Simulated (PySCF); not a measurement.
# Telling isomers of C5H7ClO2 apart by NMR

No relativistic terms, a single conformation, averaged over atoms made equivalent by symmetry, fast rotation or ring inversion, gas phase. PBE0/pcSseg-1 with gauge-including orbitals; GFN2-xTB geometry; PySCF 2.14.

Chemical shifts δ = σref − σ; 1H (σ = 31.72 ppm), 13C (σ = 186.93 ppm) vs TMS, all at this level. Where no couplings were computed, multiplicities follow the n + 1 count of equivalent neighbours, and m marks all less simple cases (inequivalent or close neighbours, rings, F or P nearby). Shifts are as computed. Against solution values, carbons near 30 ppm lie about +3 ppm off and those near 130 ppm about +5 ppm; carbons on Cl a further +6 ppm. Of 1211 compounds with measured shifts, 218 miss one by over three times the rms of a fit or turn the order of signals round; such compounds aren't used in these exercises. Carbons bonded to Cl come out too deshielded.

(1) Tabulate the signals of `COC1=C(Cl)OCC1`, `CO/C=C(/C)C(=O)Cl` and their relative energies.

(2) What is the quickest way to tell COC1=C(Cl)OCC1 from CO/C=C(/C)C(=O)Cl?

Answers

(1) 
| SMILES | carbon types | δC | δH | E rel. (kcal/mol) |
| --- | --- | --- | --- | --- |
| COC1=C(Cl)OCC1 | 2×C 2×CH2 1×CH3 | 136.9, 128.8, 66.1, 59.1, 37.3 | 4.41 (m, 2H), 4.07 (s, 3H), 3.06 (m, 2H) | 20.6 |
| CO/C=C(/C)C(=O)Cl | 2×C 1×CH 2×CH3 | 170.0, 167.8, 112.5, 61.9, 20.7 | 6.68 (s, 1H), 3.96 (s, 3H), 1.98 (s, 3H) | 0.0 |

Energies are electronic energies at PBE0/pcSseg-1 on these geometries, without zero-point or thermal terms, each for the one conformer computed, which needn't be the lowest.

(2) Both give the same number of carbon signals, but DEPT or the intensities differ. The first has an sp3 CH2 bonded to O at 66.1 ppm, the second an alkene carbon bearing oxygen (CH) at 167.8 ppm. Their most deshielded carbons lie at 136.9 and 170.0 ppm. In the proton spectra the most deshielded non-exchanging signals are 4.41 (m, 2H) and 6.68 (s, 1H).
